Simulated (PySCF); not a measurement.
C2H9FOSi2, SMILES OCC[SiH2][SiH2]F. Heavy atoms are numbered as in [OH:1][CH2:2][CH2:3][SiH2:4][SiH2:5][F:6]. Hydrogens are named by the atom that carries them.

Geometry optimised at B3LYP-D3(BJ)/def2-SVP. This is a generated structure with no PubChem entry under its InChIKey; it may be hypothetical. The values are those of a single conformer.

Computed with ωB97X/def2-TZVP (PySCF).

ESP charges are fitted to the potential on shells at 1.4 to 2.0 van der Waals radii. Atomic charges (e), one atom of each kind:

```tsv
atom	IAO	ESP fit	Mulliken	Löwdin
O1 (OH)	?	-0.58	-0.48	0.00
C2 (CH2)	-0.03	0.17	-0.04	-0.37
C3 (CH2)	-0.54	-0.32	-0.35	-0.40
Si4 (SiH2)	0.48	0.25	0.14	0.20
Si5 (SiH2)	?	0.43	0.48	0.08
F6	-0.57	-0.31	-0.37	-0.06
H on O1	?	0.40	0.33	0.18
H on C2	0.13	0.03	0.10	0.12
H on C3	?	0.13	0.13	0.15
H on Si4	?	-0.08	-0.03	-0.03
H on Si5	-0.15	-0.09	-0.08	-0.05
```

Task: What belongs in the gaps? (Estimate from the structure and the level; the computed values follow.)

Result: 
- O1 (OH), IAO: -0.55
- Si5 (SiH2), IAO: 0.84
- H on O1, IAO: 0.36
- H on C3, IAO: 0.15
- H on Si4, IAO: -0.12

Task: Give the Mayer and Wiberg (Löwdin basis) orders of the bonds. (An estimate is asked for; the answer gives what the named calculation found.)

Result: 
| bond | Mayer | Wiberg |
|---|---|---|
| O1–C2 | 0.98 | 1.53 |
| C2–C3 | 0.98 | 1.29 |
| C3–Si4 | 0.93 | 1.12 |
| Si4–Si5 | 0.95 | 1.08 |
| Si5–F6 | 1.01 | 1.65 |
